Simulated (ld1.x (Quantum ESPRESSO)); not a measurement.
# Before and after: PAW potential for Tb (Z = 65)

ld1.x (Quantum ESPRESSO) 7.5 input, shortened:

```
&input
   title='Tb', zed=65., rel=1, dft='REVPBE', iswitch=3,
   config='[Xe] 4f8 5d1 6s2 6p0'
 /
 &inputp
   pseudotype=3, lpaw=.true., tm=.true., lloc=-1, rcloc=1.45,
   nlcc=.true., new_core_ps=.true.,
   which_augfun='PSQ', rmatch_augfun=0.90
 /
8
5S  1  0   2.00   0.00  1.70  1.85  0.0
6S  2  0   2.00   0.00  1.70  1.85  0.0
5P  2  1   6.00   0.00  2.00  2.15  0.0
6P  3  1   0.00   0.00  2.00  2.15  0.0
5D  3  2   1.00   0.00  1.80  2.40  0.0
5D  3  2   0.00   2.40  1.80  2.40  0.0
4F  4  3   8.00   0.00  0.95  1.05  0.0
4F  4  3   0.00   0.40  0.95  1.05  0.0
 &test
   configts(1)='4f8 5s2 5p6 5d1 6s2 6p0'
 /
```

Change: waves 5d (bound): rcut 1.80, rcutus 3.00 bohr; 5d channel at 2.4 Ry: rcut 1.80, rcutus 3.00 bohr.

Cutoffs: the cutoffs (Ry, on a coarse ladder) from which the occupation-weighted sum of valence levels, in a spherical-Bessel basis at the reference potential, stays within 10 and 1 mRy of its value at 400 Ry; they do not see the model core or the augmentation charge, which bear on the density cutoff. Errors are all-electron minus pseudo energies relative to the spin-unpolarised reference configuration.

Question: What does the change do?

Answer: The potential gets neither clearly harder nor softer (180 Ry and 300 Ry → 180 Ry and 300 Ry); the f channel sets the loose cutoff, while the largest relative change is in d, which becomes softer; of the 7 tests that both files solve, the error grows in 0 and shrinks in 1 by more than 15 % and 0.3 meV (median size 87.5 → 89.0 meV); neither file shows a bound ghost.

| quantity | base | changed |
| --- | --- | --- |
| cutoff, loose | 180 Ry | 180 Ry |
| cutoff, tight | 300 Ry | 300 Ry |
| loose cutoff by channel (10 mRy a level) | s 12 Ry, p 15 Ry, d 12 Ry, f 120 Ry | s 12 Ry, p 15 Ry, d 8 Ry, f 120 Ry |
| bound ghosts | none | none |
| error for 4f9 5s2 5p6 5d0 6s2 6p0, meV [ΔE -4.13 eV] | -80 | -82 |
| error for 4f9 5s2 5p6 5d0 6s1 6p0, meV [ΔE 1.95 eV] | -87 | -89 |
| error for 4f9 5s2 5p6 5d0 6s0 6p0, meV [ΔE 13.35 eV] | -98 | -99 |
| error for 4f9 5s2 5p6 5d1 6s0 6p0, meV [ΔE 3.87 eV] | -79 | -83 |
| error for 4f7 5s2 5p6 5d0 6s0 6p0, meV [ΔE 82.64 eV] | -11 | +8.2 |
| error for 4f9 5s2 5p5 5d0 6s2 6p0, meV [ΔE 25.88 eV] | -154 | -157 |
| error for 4f9 5s1 5p6 5d0 6s2 6p0, meV [ΔE 49.08 eV] | -166 | -169 |
| lowest overlap eigenvalue by channel | s 0.15, p 0.02, d 0.06, f 0.97 | s 0.15, p 0.02, d 0.81, f 0.97 |
